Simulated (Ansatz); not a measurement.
trans-Hf(PH3)2Cl4 (HfP2H6Cl4), relaxed as a singlet with RKS PBE0-D4/def2-SVP in Ansatz, starting from the GFN2-xTB geometry. Force threshold 0.02 eV/Å.

In the def2 sets Hf takes a core potential; there is no spin–orbit coupling.

Start:

Cartesian coordinates in Å:
```
Cl -0.093 -1.214 -2.106
Cl 0.358 1.646 1.518
Cl -2.235 0.773 -0.443
Cl 1.718 -1.336 0.722
Hf -0.051 -0.027 -0.060
P 1.753 1.176 -1.850
P -1.688 -1.145 1.931
H 1.384 1.285 -3.177
H 2.700 0.192 -2.076
H 2.667 2.221 -1.895
H -2.976 -1.609 1.731
H -2.083 -0.032 2.653
H -1.453 -1.931 3.052
```

Task: Estimate the energy that the relaxation releases and the steps that it takes.

Result: 19.7 kcal/mol, in 29 steps; 2.5 min on 4 threads of Arm Neoverse V1 on a shared host. The force fell under the threshold at step 22, but the optimiser went on and released 0.025 eV more. No frequencies were taken in this run, so the end may be a saddle point.

Task: Does the start keep its bonding and symmetry?

Result: By distances, no bond broke or formed. The bond that changes most is Cl4–Hf5, from 2.34 to 2.41 Å (atoms count from 1).

Task: Predict the relaxed structure.

Result: 
```xyz
13

Cl   -0.688    0.131   -3.315
Cl   -1.158    2.094   -0.268
Cl   -3.196   -0.919   -0.660
Cl    0.191   -2.291   -0.718
Hf   -0.972   -0.197   -0.993
P     1.752    0.618   -0.884
P    -0.819   -0.429    1.839
H     2.100    1.917   -1.331
H     2.711   -0.143   -1.599
H     2.413    0.650    0.372
H    -1.018   -1.698    2.437
H    -1.708    0.345    2.626
H     0.391   -0.080    2.494
```
Bond lengths: 4 × Cl–Hf 2.36 to 2.41 Å; 2 × Hf–P 2.85 Å; 6 × H–P 1.42 Å.
